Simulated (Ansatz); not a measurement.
Computed with Ansatz on PBE0-D4/def2-TZVP structures; ΔE is electronic, products minus reactants. CCSD(T)/CBS is the MP2 limit (def2-TZVPP, def2-QZVPP) plus CCSD(T) − MP2 in def2-TZVPP, frozen cores. Functionals use def2-TZVPP. B3LYP here is the variant with VWN-RPA as its local correlation; programs differ in this. One conformer a species, not always the lowest.

`C=CSC[SiH3]` + `CC(=N)Cl` → `C/C(Cl)=N\[SiH3]` + `C=CSC`  (ligand exchange at the Si–C bond)

(1) Is it downhill or uphill in electronic energy at CCSD(T)/CBS, and by how much? (An estimate is asked.)

(2) What do these levels give: PBE-D4, PBE, B3LYP, MP2/def2-TZVPP, CCSD(T)/def2-TZVPP, CCSD/CBS(def2)? (Estimate.)

Largest T1 diagnostic among the species: 0.012.

Answers

(1) Ansatz gave: Downhill: ΔE = -0.37 eV.

(2) Ansatz gave: PBE-D4 -0.35, PBE -0.37, B3LYP -0.47, MP2/def2-TZVPP -0.40, CCSD(T)/def2-TZVPP -0.36, CCSD/CBS(def2) -0.39 eV.

In def2-TZVPP, CCSD(T) changes the Hartree–Fock value by +0.17 eV (the triples alone add +0.02 eV) and MP2 by +0.13 eV.
